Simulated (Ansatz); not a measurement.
```yaml
crystal:
  periodic: [false, false, false]
  atoms:
    - {symbol: Cu, position_ang: [1.046705, 0.798456, 0.139331]}
    - {symbol: Cu, position_ang: [-1.046376, -0.798122, -0.143285]}
    - {symbol: Br, position_ang: [-1.201987, 1.514863, 0.069956]}
    - {symbol: Br, position_ang: [1.201671, -1.515332, -0.065112]}
    - {symbol: Br, position_ang: [-2.165121, -2.731733, -0.395043]}
    - {symbol: Br, position_ang: [2.165108, 2.731868, 0.394153]}
basis:
  gaussian: {orbitals: def2-TZVP, initial_orbitals: start.molden}
correlation: {method: mp2, frozen_orbitals: {Br: 9, Cu: 9}}
scf: {omitted_lower_state_checks: [starts]}
output: {orbitals: {seedname: orbitals}}
```

The file start.molden holds the orbitals of an earlier run on this structure, at another level or in another basis.

```sh
$ ansatz run in.yaml --threads 4 --pin off --events-out ev --progress --plain --max-ram 4787MiB
```

(1) Does this run fit into the memory that it is given?

## Answers

(1) No. It has 282 basis functions, and Ansatz plans for 4.75 GiB where 4.67 GiB are given.
